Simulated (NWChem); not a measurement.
Molecule: C3H8S; SMILES CC(C)S

```xyz
12

C     -0.1048     1.0795     1.2668
C      0.3894     0.3990     0.0000
C     -0.1048     1.0795    -1.2668
S      0.0217    -1.3973     0.0000
H      0.2268     2.1307     1.2983
H     -1.2065     1.0771     1.3078
H      0.2675     0.5692     2.1663
H      1.4931     0.4044     0.0000
H     -1.2065     1.0771    -1.3078
H      0.2675     0.5692    -2.1663
H      0.2268     2.1307    -1.2983
H     -1.3245    -1.2711     0.0000
```
Atoms are numbered in this order, from 1.

Program: NWChem. Structure relaxed at the PBE0/def2-SVP level. Level: PBE/def2-SVP with SMD (1 M gas to 1 M solution), gas-phase geometry.

Task: Predict the results for solvent chlorobenzene. Quantities: solvation free energy (kcal/mol); cavity-dispersion-structure term (kcal/mol); dipole in solution (D).

Result: 
```yaml
solvation free energy (kcal/mol): -4.5
cavity-dispersion-structure term (kcal/mol): -2.3
dipole in solution (D): 1.94
```
